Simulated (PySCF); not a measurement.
Worked example: chemical shift, span and skew from a shielding tensor

disiloxane (H₆OSi₂), SMILES O([SiH3])[SiH3]. Atoms are numbered in the order given.

```xyz
9

Si     0.0000    -0.0645     1.6001
O      0.0003     0.3690     0.0000
Si     0.0000    -0.0645    -1.6001
H     -0.0334     1.1726     2.4254
H     -1.1970    -0.9003     1.9100
H      1.2296    -0.8450     1.9255
H      1.2296    -0.8450    -1.9255
H     -0.0334     1.1726    -2.4254
H     -1.1970    -0.9003    -1.9100
```
Charge 0, spin multiplicity 1.

The structure is a stationary point at B3LYP-D3(BJ)/def2-SVP.

GIAO shieldings from KT2/pcSseg-1 (PySCF), non-relativistic, no solvent. The symmetric part of the tensor of Si1 has the principal values 345.9, 353.2, 483.8 ppm. The same nucleus in TMS has σ = 361.9 ppm at this level (PySCF, at its B3LYP-D3(BJ)/def2-TZVP geometry).

Work out the isotropic shielding, the ²⁹Si shift against TMS, the span and the skew.


σ(iso) = (σ11 + σ22 + σ33)/3 = 394.3 ppm. δ = σ(ref) − σ(iso) = 361.9 − (394.3) = -32.4 ppm.
Span Ω = σ33 − σ11 = 137.9 ppm. Skew κ = 3(σ(iso) − σ22)/Ω = 0.89. Tumbling in solution averages the tensor to δ; in a static solid the shielding alone would spread this spin-1/2 line over Ω.
